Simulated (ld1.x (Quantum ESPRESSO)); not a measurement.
**lead (Pb): ultrasoft pseudisation with LDA (PZ), fully relativistic reference atom.**

* Element: lead (Pb)
* Generator: ld1.x (Quantum ESPRESSO) 7.5
* Type: ultrasoft
* Functional: LDA (PZ)
* Relativity: fully relativistic
* Frozen core: [Kr] 4d10 4f14
* Valence charge: 22
* Reference configuration: 5s2 5p6 5d10 6s2 6p2
* Partial waves: 5s (bound): rcut 1.15, rcutus 1.50 bohr; 6s (bound): rcut 1.15, rcutus 1.50 bohr; 5p (bound): rcut 1.30, rcutus 1.70 bohr; 6p (bound): rcut 1.30, rcutus 1.70 bohr; 5d (bound): rcut 0.95, rcutus 1.20 bohr; 5d channel at 0.5 Ry: rcut 0.95, rcutus 1.20 bohr
* Local potential: all-electron potential smoothed inside 1.35 bohr (lloc = -1)
* Core correction: none
* Augmentation charge: PSQ, inside the norm-conserving radii

Open shells are filled in proportion to 2j + 1 (rel_dist='average').

All-electron outer shells of the reference configuration (LDA (PZ), scalar-relativistic, ld1.x):

```csv
shell,level (eV),outermost node (bohr),outermost maximum (bohr)
4d,-401.95,0.19,0.39
5s,-144.42,0.45,0.78
4f,-133.26,–,0.35
5p,-85.96,0.49,0.88
5d,-21.29,0.52,1.07
6s,-12.32,1.01,1.95
6p,-3.71,1.18,2.63
```

Problem. Does the generator finish with these settings?

Solution. Yes, a potential is produced and its reference levels are reproduced.

Problem. Is the overlap operator S = 1 + Σ q|β⟩⟨β| positive definite (Bessel basis up to 400 Ry)?

Solution. No: its lowest eigenvalue is -0.082, in the p3/2 channel, so the generalised eigenproblem breaks down once the basis is large enough.

Its largest configuration-test error is +216 meV (5s2 5p6 5d10 6s0 6p0). Test run stopped at test 6 of 7 (negative rho).

The ghost test of this file was not conclusive. Its overlap operator is not positive definite in a basis up to 400 Ry (lowest eigenvalue p3/2 -0.08), so the file is unfit for use: the generalised eigenproblem breaks down once the basis is large enough, and its test numbers describe a broken file.
